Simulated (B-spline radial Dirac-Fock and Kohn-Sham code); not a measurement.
L2 emission of Eu³⁺

System: the Eu³⁺ ion, [Xe] 4f6.

The computed values come from a radial B-spline solver: a relativistic independent-particle model: LDA orbitals of the hole state, radiative multipoles to third order, Auger rates from the Coulomb interaction with a continuum orbital, Dirac-Fock energies.

```tsv
line	multipole	energy (eV)	width (meV)	share (%)
Lη (L2-M1)	E1	5810.5	13.3	2.15
L2-M3	E2	6132.4	0.305	0.0490
Lβ1 (L2-M4)	E1	6455.9	514	82.7
Lγ5 (L2-N1)	E1	7245.1	3.23	0.520
Lγ1 (L2-N4)	E1	7473.1	89.6	14.4
L2-O1	E1	7573.9	0.596	0.0959
```

The listed lines hold 100.0 % of the radiative rate. The radiative width is 0.621 eV in the length form and 0.633 eV in the velocity form; the two differ because the transition energies are not eigenvalue differences of the potential that gave the orbitals.
